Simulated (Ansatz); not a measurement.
Born–Oppenheimer molecular dynamics of CHBOS₂ (6 atoms, charge 0, multiplicity 1). It goes on from the last frame of an earlier run, with new velocities.

Computed with Ansatz 0.2.0, RKS B3LYP/def2-SVP.

```
ensemble        : NVT, Langevin thermostat
time step       : 0.5 fs
steps asked     : 100
set temperature : 300 K
friction        : 0.001 /fs
seed            : 286016
```

Frames 0.5 fs apart, positions in Å, forces in eV/Å.

Velocities at 35.0 fs (Å/ps):

```
O -1.09 2.05 -1.12
C -0.40 0.16 7.89
S -0.73 0.55 -1.07
B -2.66 7.82 3.22
S 1.74 -2.10 -0.05
H 21.25 -11.84 -12.04
```

```xyz
6
Properties=species:S:1:pos:R:3:forces:R:3 time_fs=35.0 energy_less_start_eV=0.036 T=184
O 2.155 0.390 0.642 1.88 0.73 0.68
C 1.086 0.129 0.386 -1.81 -0.62 -0.87
S 0.193 -2.073 0.250 -0.10 0.57 -0.26
B -0.274 -0.409 -0.071 0.06 -1.06 0.56
S -1.827 0.322 -0.611 0.21 1.31 0.33
H -1.538 1.633 -0.206 -0.24 -0.94 -0.44
6
Properties=species:S:1:pos:R:3:forces:R:3 time_fs=35.5 energy_less_start_eV=0.037 T=183
O 2.155 0.391 0.641 1.99 0.75 0.71
C 1.086 0.129 0.390 -1.94 -0.65 -0.92
S 0.193 -2.072 0.249 -0.10 0.64 -0.26
B -0.275 -0.405 -0.070 0.13 -1.18 0.59
S -1.826 0.321 -0.611 0.17 1.25 0.29
H -1.527 1.626 -0.213 -0.25 -0.82 -0.41
6
Properties=species:S:1:pos:R:3:forces:R:3 time_fs=36.0 energy_less_start_eV=0.035 T=181
O 2.155 0.392 0.641 2.01 0.75 0.72
C 1.085 0.129 0.393 -1.97 -0.65 -0.94
S 0.192 -2.072 0.249 -0.11 0.70 -0.26
B -0.276 -0.402 -0.068 0.20 -1.29 0.61
S -1.825 0.320 -0.611 0.12 1.15 0.24
H -1.517 1.616 -0.220 -0.25 -0.66 -0.37
6
Properties=species:S:1:pos:R:3:forces:R:3 time_fs=36.5 energy_less_start_eV=0.032 T=188
O 2.155 0.394 0.641 1.93 0.73 0.71
C 1.084 0.129 0.396 -1.90 -0.64 -0.93
S 0.192 -2.072 0.249 -0.11 0.76 -0.26
B -0.278 -0.398 -0.067 0.25 -1.40 0.63
S -1.825 0.319 -0.611 0.06 0.98 0.17
H -1.507 1.605 -0.228 -0.23 -0.44 -0.31
6
Properties=species:S:1:pos:R:3:forces:R:3 time_fs=37.0 energy_less_start_eV=0.030 T=193
O 2.155 0.395 0.641 1.77 0.69 0.68
C 1.082 0.129 0.400 -1.74 -0.61 -0.90
S 0.192 -2.071 0.248 -0.10 0.81 -0.26
B -0.279 -0.395 -0.065 0.29 -1.49 0.64
S -1.824 0.318 -0.611 -0.02 0.77 0.09
H -1.498 1.592 -0.237 -0.20 -0.17 -0.24
6
Properties=species:S:1:pos:R:3:forces:R:3 time_fs=37.5 energy_less_start_eV=0.030 T=193
O 2.156 0.397 0.641 1.53 0.63 0.63
C 1.081 0.129 0.403 -1.49 -0.55 -0.86
S 0.192 -2.071 0.248 -0.10 0.85 -0.25
B -0.280 -0.392 -0.063 0.32 -1.58 0.64
S -1.823 0.317 -0.611 -0.11 0.54 0.00
H -1.490 1.579 -0.247 -0.15 0.11 -0.17
6
Properties=species:S:1:pos:R:3:forces:R:3 time_fs=38.0 energy_less_start_eV=0.033 T=190
O 2.157 0.398 0.641 1.22 0.55 0.56
C 1.079 0.129 0.405 -1.16 -0.48 -0.79
S 0.191 -2.070 0.247 -0.09 0.88 -0.24
B -0.281 -0.390 -0.061 0.33 -1.66 0.64
S -1.822 0.317 -0.611 -0.20 0.30 -0.08
H -1.481 1.567 -0.257 -0.11 0.41 -0.10
6
Properties=species:S:1:pos:R:3:forces:R:3 time_fs=38.5 energy_less_start_eV=0.039 T=181
O 2.158 0.400 0.641 0.86 0.46 0.49
C 1.076 0.128 0.408 -0.77 -0.40 -0.71
S 0.191 -2.070 0.247 -0.08 0.91 -0.23
B -0.282 -0.388 -0.059 0.33 -1.72 0.64
S -1.821 0.316 -0.611 -0.29 0.06 -0.15
H -1.472 1.556 -0.266 -0.05 0.69 -0.03
6
Properties=species:S:1:pos:R:3:forces:R:3 time_fs=39.0 energy_less_start_eV=0.047 T=170
O 2.159 0.402 0.641 0.46 0.36 0.41
C 1.074 0.128 0.410 -0.34 -0.30 -0.62
S 0.190 -2.069 0.246 -0.06 0.92 -0.22
B -0.283 -0.386 -0.057 0.31 -1.78 0.62
S -1.820 0.315 -0.611 -0.37 -0.16 -0.22
H -1.464 1.546 -0.277 0.00 0.95 0.03
6
Properties=species:S:1:pos:R:3:forces:R:3 time_fs=39.5 energy_less_start_eV=0.056 T=162
O 2.161 0.404 0.642 0.06 0.26 0.33
C 1.071 0.127 0.413 0.09 -0.20 -0.53
S 0.190 -2.068 0.246 -0.05 0.93 -0.20
B -0.283 -0.384 -0.054 0.28 -1.81 0.61
S -1.819 0.315 -0.611 -0.43 -0.33 -0.27
H -1.456 1.539 -0.287 0.04 1.15 0.07
6
Properties=species:S:1:pos:R:3:forces:R:3 time_fs=40.0 energy_less_start_eV=0.062 T=155
O 2.162 0.406 0.642 -0.33 0.16 0.25
C 1.069 0.126 0.415 0.52 -0.10 -0.44
S 0.190 -2.067 0.246 -0.03 0.92 -0.19
B -0.284 -0.383 -0.051 0.24 -1.83 0.58
S -1.819 0.314 -0.611 -0.48 -0.43 -0.29
H -1.447 1.534 -0.298 0.07 1.28 0.09
6
Properties=species:S:1:pos:R:3:forces:R:3 time_fs=40.5 energy_less_start_eV=0.067 T=148
O 2.163 0.408 0.642 -0.70 0.06 0.18
C 1.067 0.126 0.417 0.94 0.00 -0.36
S 0.189 -2.066 0.246 -0.01 0.90 -0.17
B -0.284 -0.383 -0.048 0.20 -1.83 0.56
S -1.818 0.313 -0.611 -0.49 -0.45 -0.29
H -1.438 1.532 -0.308 0.07 1.32 0.09
```

Of the whole run (50 fs, mean temperature of the second half 190 K): The mean temperature of the second half is 37 % below the set value. A run of 0.05 ps of so small a system gives no equilibrium averages.

The run took 2.2 min on 1 thread of Intel(R) Xeon(R) 6975P-C (Granite Rapids), with other jobs on the host, peak memory 0.16 GiB.
